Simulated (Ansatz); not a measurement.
A run on GeH8OSi2, SMILES `[OH][GeH]([SiH3])[SiH3]` with other settings.

```yaml
crystal:
  periodic: [false, false, false]
  atoms:
    - {symbol: O, position_ang: [-1.624463, 1.395423, -0.204011]}
    - {symbol: Ge, position_ang: [0.003233, 0.714583, 0.146803]}
    - {symbol: Si, position_ang: [-0.368119, -0.790432, 1.954952]}
    - {symbol: Si, position_ang: [0.865820, -0.332731, -1.823893]}
    - {symbol: H, position_ang: [-1.592401, 2.090046, -0.865655]}
    - {symbol: H, position_ang: [0.942310, 1.873927, 0.567754]}
    - {symbol: H, position_ang: [0.932052, -1.408244, 2.330864]}
    - {symbol: H, position_ang: [-1.306022, -1.861223, 1.530093]}
    - {symbol: H, position_ang: [-0.927194, -0.074015, 3.130045]}
    - {symbol: H, position_ang: [0.867370, 0.633804, -2.955972]}
    - {symbol: H, position_ang: [0.024503, -1.501428, -2.192038]}
    - {symbol: H, position_ang: [2.259913, -0.794513, -1.584942]}
basis:
  gaussian: {orbitals: cc-pVDZ}
total_charge: 1
magnetization: {spin_polarized: true, initial_magnetization: 1}
hamiltonian: {xc: {name: r2SCANh}, dispersion: d3bj}
scf: {lower_state_search: light}
output: {forces: true}
```

```sh
$ ansatz run in.yaml --threads 4 --pin off --events-out ev --progress --plain --max-ram 10444MiB
```

It prints (some lines left out):

```
Warning: the engine holds no damping parameters fitted to this dispersion correction and functional, so the run takes those fitted to r2scanh beside the three-body term, which d3bj leaves out (hamiltonian.dispersion, under Limitations)
Functional definition: r2SCANh
  name "r2SCANh"
  cite "Bursch, Neugebauer, Ehlert & Grimme, J. Chem. Phys. 156, 134105 (2022) doi:10.1063/5.0086040"
  cite "Furness, Kaplan, Ning, Perdew & Sun, J. Phys. Chem. Lett. 11, 8208 (2020) doi:10.1021/acs.jpclett.0c02405"
  cite "Furness, Kaplan, Ning, Perdew & Sun, J. Phys. Chem. Lett. 11, 9248 (2020) doi:10.1021/acs.jpclett.0c03077"
  parent r2scan
  parameter a = 0.1
  parameter k0 = 0.174
  parameter k1 = 0.065
  parameter a1 = 4.9479
  exchange = (1 - a)*r2scan_x(k0 = k0, k1 = k1, a1 = a1) + a*exact_x
  correlation = r2scan_c
1164 factors; integrals over basis functions are off by at most 1.1e-3 eV
mean field evaluation 1: about -74428.3924 eV, gradient 4.9e1 eV
mean field evaluation 2: about -74330.9768 eV, gradient 1.3e2 eV
mean field evaluation 4: about -74436.8345 eV, gradient 1.2e1 eV
mean field evaluation 8: about -74437.7474 eV, gradient 2.4e-1 eV
mean field evaluation 16: about -74437.7482 eV, gradient 1.5e-3 eV
mean field -74437.74821457 eV, -2735.5367911676 hartree, gradient 2.1e-5 eV, S^2 0.756717; 3 other end points of the search recorded, 0 dependent functions left out
the calculation of the forces begins
reference -74437.74822810 eV, -2735.5367916649 hartree; 38, 37 occupied and 79, 80 virtual orbitals, 1164 factors
Total energy: -74437.83651497 eV, -2735.5400361473 hartree
Atom 0 at    -1.624463     1.395423    -0.204011 Å, force     0.428803    -1.069103    -0.222944 eV/Å
Atom 1 at     0.003233     0.714583     0.146803 Å, force    -0.292199     1.426818     1.440158 eV/Å
Atom 2 at    -0.368119    -0.790432     1.954952 Å, force    -0.178025    -1.435038     0.730592 eV/Å
Atom 3 at     0.865820    -0.332731    -1.823893 Å, force     0.591361    -1.329353    -1.868925 eV/Å
Atom 4 at    -1.592401     2.090046    -0.865655 Å, force    -0.191574     0.944540    -0.159471 eV/Å
Atom 5 at     0.942310     1.873927     0.567754 Å, force    -0.000156    -0.010522    -0.465214 eV/Å
Atom 6 at     0.932052    -1.408244     2.330864 Å, force     0.203767     0.166828    -0.227359 eV/Å
Atom 7 at    -1.306022    -1.861223     1.530093 Å, force    -0.058210     0.074278    -0.242572 eV/Å
Atom 8 at    -0.927194    -0.074015     3.130045 Å, force    -0.041233     0.529430    -0.156359 eV/Å
Atom 9 at     0.867370     0.633804    -2.955972 Å, force    -0.217346     0.467068     0.294666 eV/Å
Atom 10 at     0.024503    -1.501428    -2.192038 Å, force    -0.273818     0.045028     0.322422 eV/Å
Atom 11 at     2.259913    -0.794513    -1.584942 Å, force     0.028628     0.190026     0.555005 eV/Å
Dipole moment:     0.273111     0.028658    -0.333192 e Å
```

It took 7 s on 4 threads of an Intel Xeon on a shared host, with 0.61 GiB of host memory at the peak.
